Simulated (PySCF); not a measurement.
Computed shifts of a molecule C4H7NSi, PBE0/pcSseg-1 run with PySCF, GIAO, gas phase, equivalent atoms averaged, in ppm (number of nuclei): ¹³C: 189.7 (1), 166.2 (1), 133.6 (1), 19.2 (1). ¹⁵N: 485.9 (1). ²⁹Si: -48.2 (1). ¹H: 9.25 (1), 8.19 (1), 4.77 (2), 2.41 (3). References: ¹³C against TMS (σ = 186.3 ppm); ¹⁵N against NH3 (σ = 267.4 ppm); ²⁹Si against TMS (σ = 352.7 ppm); ¹H against TMS (σ = 31.56 ppm), references at their B3LYP-D3(BJ)/def2-TZVP geometries, non-relativistic. Geometry: B3LYP-D3(BJ)/def2-SVP. The values are those of a single conformer.

Q: Pick the molecule that these values belong to.
(A) C[SiH2]/C=C\C#N
(B) C#C[C@H]1NC[SiH2]1
(C) CC1=CN=C[SiH2]1
(D) C#C/C=C\[SiH2]N

A: C, CC1=CN=C[SiH2]1
